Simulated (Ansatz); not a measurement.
Computed with Ansatz on PBE0-D4/def2-TZVP structures; ΔE is electronic, products minus reactants. CCSD(T)/CBS adds triple-zeta CCSD(T) − MP2 to the extrapolated MP2 energy (def2 sets, frozen cores). Functionals use def2-TZVPP. B3LYP here is the variant with VWN-RPA as its local correlation; programs differ in this. def2 core potentials past Kr. For Sn outer-core shells are correlated without core-valence functions, which leaves a few kJ/mol of doubt a bond. One conformer a species, not always the lowest.

Consider the redistribution: `C[SiH2]C[SiH2]O` + `C[CH2][SnH3]` → `O[SiH2][CH2][SnH3]` + `CC[SiH2]C`.

```csv
level,ΔE (kcal/mol),difference from CCSD(T)/CBS
PBE-D4,-0.4,0.5
r2SCAN-D4,-0.5,0.4
PBE0-D4,-0.5,0.4
B3LYP-D4,-0.5,0.4
ωB97X-V,-0.6,0.3
ωB97M-V,-0.7,0.2
B2PLYP,-0.5,0.4
PBE,-0.3,0.6
r2SCAN,-0.5,0.4
PBE0,-0.4,0.5
B3LYP,-0.3,0.6
HF/def2-TZVPP,-0.6,0.3
MP2/def2-TZVPP,-0.6,0.3
SCS-MP2/def2-TZVPP,-0.6,0.3
CCSD/def2-TZVPP,-0.6,0.3
CCSD(T)/def2-TZVPP,-0.6,0.3
HF/def2-QZVPP,-0.6,0.3
MP2/def2-QZVPP,-0.8,0.1
SCS-MP2/def2-QZVPP,-0.7,0.2
HF/CBS(def2),-0.6,0.3
MP2/CBS(def2),-0.9,0.0
CCSD/CBS(def2),-0.9,0.0
CCSD(T)/CBS,-0.9,0
```

Largest T1 diagnostic among the species: 0.012.
